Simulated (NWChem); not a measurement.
CHF

```xyz
3

C      0.5606    -0.4527     0.0000
F     -0.5266     0.2642     0.0000
H      1.3753     0.3381     0.0000
```
Charge 0, spin multiplicity 1.

Program: NWChem. All single points use one geometry, from B3LYP/def2-SVP, a minimum by its harmonic frequencies.

Symmetry labels belong to the abelian group Cs used in the runs, with the axes of the coordinates shown.

The structure started from a generated list of species.

Task: List the lowest 6 singlet excitations that CIS/aug-cc-pVDZ gives, with oscillator strengths.

Result: 
| state | symmetry | energy (eV) | wavelength (nm) | f |
|---|---|---|---|---|
| 1 | a" | 2.58 | 481 | 0.012 |
| 2 | a' | 7.52 | 165 | 0.101 |
| 3 | a' | 8.32 | 149 | 0.028 |
| 4 | a" | 9.12 | 136 | 0.010 |
| 5 | a' | 9.37 | 132 | 0.053 |
| 6 | a" | 10.00 | 124 | 0.065 |
